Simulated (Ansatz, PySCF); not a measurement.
Gas-phase reaction in SMILES: F[Si](F)Cl → F[Si]F + Cl atom (the Cl-Si bond at the site shown breaks; other sites are not compared here)
Geometries: B3LYP-D3(BJ)/def2-TZVP minima from Ansatz (a quantum-chemistry and plane-wave program). Frequencies are from Ansatz or PySCF. Unstable Hartree-Fock reference: F[Si]F.
Geometry of the first species:
```
Si
F 1 1.5919
F 1 1.5919 2 106.88
Cl 1 2.0513 2 108.92 3 117.54
```
Charge 0, spin multiplicity 2.

Property: bond dissociation energy (enthalpy at 298 K, with B3LYP-D3(BJ) rigid-rotor harmonic-oscillator terms), in kJ/mol. Valence correlation only, unless marked. UHF or UKS for open shells. Spin-orbit coupling is left out. Non-relativistic. Basis-set limits of correlation are two-point, X^-3; Hartree-Fock from the larger set. The bracket is a focal-point correction in the basis named.

RI-MP2/CBS(cc-pV(T+d)Z,cc-pV(Q+d)Z)+[CCSD(T)-MP2]/cc-pV(T+d)Z (Ansatz) gives 261.4 kJ/mol.

**Question.** Another calculation gave 275.2 kJ/mol. Which level was it?
A. HF/def2-TZVPD (PySCF)
B. LC-wPBE/def2-TZVPD (Ansatz)
C. r2SCANh/def2-TZVPD (Ansatz)
D. BHLYP/def2-TZVPD (Ansatz)

**Answer.** B, LC-wPBE/def2-TZVPD (Ansatz). The others give 296.2 (r2SCANh), 227.2 (HF), 247.3 (BHLYP) kJ/mol.
